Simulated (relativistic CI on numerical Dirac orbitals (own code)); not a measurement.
**Level scheme of Au39+**

Computed by Dirac-Coulomb-Breit CI, separate exchange-only KLI orbitals for each configuration, QED by a radiative potential, unscaled Slater integrals (own radial code, finite nucleus).

Configuration list (outside the closed core [Ar] 3d10): 4s2 4p6 4d4, 4s2 4p6 4d3 4f, 4s2 4p5 4d5, 4s 4p6 4d5, 4s 4p6 4d4 4f, 4s2 4p6 4d3 5s, 4s2 4p6 4d3 5d, 4s2 4p6 4d3 5g, 4p6 4d6, 4p5 4d7, 4s2 4p6 4d2 5s2, 4s2 4p6 4d 4f 5s2, 4s 4p6 4d2 4f 5s2, 4s2 4p6 4d 5s2 5d. Double excitations out of closed p, d and f shells are left out; levels of such configurations are missing from the list, as are those of other unlisted configurations, and high levels can miss mixing partners.

The lowest level is 4s2 4p6 4d4 3P_0, with 59 % of that term; Hund's rules for 4s2 4p6 4d4 give 5D with J = 0, of which the calculation keeps J, while another term leads.

| No. | Configuration | Term | J | E (eV) | % | Next component (%) | jj configuration (%) |
| --- | --- | --- | --- | --- | --- | --- | --- |
| 1 | 4s2 4p6 4d4 | 3P | 0 | 0.0000 | 59 | 28 5D | 4d3/2^4 (98) |
| 2 | 4s2 4p6 4d4 | 5D | 1 | 21.6075 | 60 | 40 3P | 4d3/2^3 4d5/2 (99) |
| 3 | 4s2 4p6 4d4 | 3F | 4 | 27.4654 | 29 | 24 3H | 4d3/2^3 4d5/2 (98) |
| 4 | 4s2 4p6 4d4 | 5D | 2 | 28.1055 | 39 | 17 3D | 4d3/2^3 4d5/2 (92) |
| 5 | 4s2 4p6 4d4 | 3F | 3 | 29.7047 | 29 | 21 5D | 4d3/2^3 4d5/2 (94) |
| 6 | 4s2 4p6 4d4 | 5D | 0 | 47.2411 | 66 | 22 1S | 4d3/2^2 4d5/2^2 (98) |
| 7 | 4s2 4p6 4d4 | 5D | 2 | 47.8565 | 48 | 18 3F | 4d3/2^2 4d5/2^2 (93) |
| 8 | 4s2 4p6 4d4 | 3H | 4 | 48.8809 | 40 | 37 5D | 4d3/2^2 4d5/2^2 (98) |
| 9 | 4s2 4p6 4d4 | 5D | 3 | 49.4804 | 48 | 34 3G | 4d3/2^2 4d5/2^2 (93) |
| 10 | 4s2 4p6 4d4 | 3H | 5 | 51.7198 | 67 | 33 3G | 4d3/2^2 4d5/2^2 (100) |
| 11 | 4s2 4p6 4d4 | 3P | 1 | 53.2536 | 42 | 40 3D | 4d3/2^2 4d5/2^2 (96) |
| 12 | 4s2 4p6 4d4 | 1I | 6 | 53.3585 | 52 | 48 3H | 4d3/2^2 4d5/2^2 (99) |
| 13 | 4s2 4p6 4d4 | 3F | 3 | 55.0830 | 44 | 25 3D | 4d3/2^2 4d5/2^2 (97) |
| 14 | 4s2 4p6 4d4 | 3G | 4 | 55.4189 | 55 | 38 1G | 4d3/2^2 4d5/2^2 (98) |
| 15 | 4s2 4p6 4d4 | 3F | 2 | 55.9685 | 32 | 31 3D | 4d3/2^2 4d5/2^2 (97) |
| 16 | 4s2 4p6 4d4 | 3F | 2 | 61.6031 | 49 | 30 3P | 4d3/2^2 4d5/2^2 (96) |
| 17 | 4s2 4p6 4d4 | 3F | 4 | 63.6984 | 65 | 25 1G | 4d3/2^2 4d5/2^2 (95) |
| 18 | 4s2 4p6 4d4 | 1D | 2 | 68.9339 | 39 | 34 3P | 4d3/2^2 4d5/2^2 (93) |
| 19 | 4s2 4p6 4d4 | 5D | 4 | 74.9191 | 35 | 24 3H | 4d3/2 4d5/2^3 (94) |
| 20 | 4s2 4p6 4d4 | 3P | 0 | 75.2361 | 61 | 39 1S | 4d3/2^2 4d5/2^2 (75) |
| 21 | 4s2 4p6 4d4 | 3F | 3 | 75.3001 | 43 | 28 5D | 4d3/2 4d5/2^3 (97) |
| 22 | 4s2 4p6 4d4 | 3D | 1 | 77.4770 | 52 | 28 3P | 4d3/2 4d5/2^3 (97) |
| 23 | 4s2 4p6 4d4 | 3G | 5 | 78.2469 | 67 | 33 3H | 4d3/2 4d5/2^3 (100) |
| 24 | 4s2 4p6 4d4 | 3H | 6 | 78.8479 | 52 | 48 1I | 4d3/2 4d5/2^3 (99) |
| 25 | 4s2 4p6 4d4 | 3F | 2 | 81.7413 | 47 | 39 3P | 4d3/2 4d5/2^3 (94) |
| 26 | 4s2 4p6 4d4 | 3D | 3 | 82.6693 | 36 | 33 1F | 4d3/2 4d5/2^3 (98) |
| 27 | 4s2 4p6 4d4 | 1S | 0 | 86.2848 | 78 | 17 3P | 4d3/2 4d5/2^3 (70) |
| 28 | 4s2 4p6 4d4 | 3P | 1 | 89.0024 | 90 | 8 3D | 4d3/2 4d5/2^3 (98) |
| 29 | 4s2 4p6 4d4 | 3F | 3 | 89.0792 | 65 | 32 1F | 4d3/2 4d5/2^3 (100) |
| 30 | 4s2 4p6 4d4 | 1G | 4 | 89.8192 | 67 | 23 3F | 4d3/2 4d5/2^3 (97) |

Energies count from the lowest computed level. Filled j subshells are mostly left out of the jj labels.

The mean weight of the leading LS term, summed over parents, in these 30 levels is 52 %, and that of the leading jj configuration (from the same eigenvectors) 95 %, so jj coupling describes them better and the LS labels are nominal.

At this charge energies of transitions that change n are usually good to better than 1 %, and those within a shell (Δn = 0) to a few per cent. Terms inside the open d or f shell come out 10 to 20 % too wide with unscaled integrals.

LS names give the leading component of a level, which can be under half, so a name can repeat, a term be missing and a line seem to break the LS rules.
